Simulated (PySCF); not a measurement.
Gas-phase reaction: Ge3H8 + 3 Br2 + 4 C2H2 (acetylene) = 3 GeBr2 + 2 C4H8 (cis-2-butene)

Method: PySCF energies plus ideal-gas RRHO corrections (1 bar). S°(298 K) at PBE0/def2-TZVP differs from the NASA 1993 table for C4H8 (cis-2-butene) (-6 J/mol/K); whether the harmonic model or the table's entry is off was not settled. † marks an energy on the PBE0/def2-TZVP geometry and frequencies; other levels use their own. MP2 freezes the core. All species are closed-shell singlets. Br, Ge: all electrons, no relativistic terms. MP2 isn't extrapolated to the basis-set limit; its ΔH°(298 K) is -1479.2 kJ in def2-SVP and -1434.7 kJ in def2-TZVPP. The harmonic model lacks anharmonicity and excited electronic states, which grow with temperature; levels with a mode under 35 cm⁻¹ are left out. Internal rotation in Ge3H8, C4H8 (cis-2-butene) is treated as a harmonic vibration of one conformer, which makes the entropy rough. Soft modes under 120 cm⁻¹ make the harmonic entropy rough for GeBr2.

```
level              ΔE electronic, kJ  ΔH°(298 K), kJ  ΔS°(298 K), J/K  ΔG°(1400 K), kJ
-----------------  -----------------  --------------  ---------------  ---------------
BLYP/def2-TZVP†                -1536           -1426             -375             -843
M06-2X/def2-TZVP†              -1627           -1517             -375             -933
MP2/def2-TZVPP†                -1545           -1435             -375             -851
PBE0/def2-TZVP                 -1662           -1552             -375             -969
r2SCAN/def2-TZVP†              -1636           -1526             -375             -943
```
ΔH° is lowest at PBE0/def2-TZVP and highest at BLYP/def2-TZVP†. No reference value is set beside these.
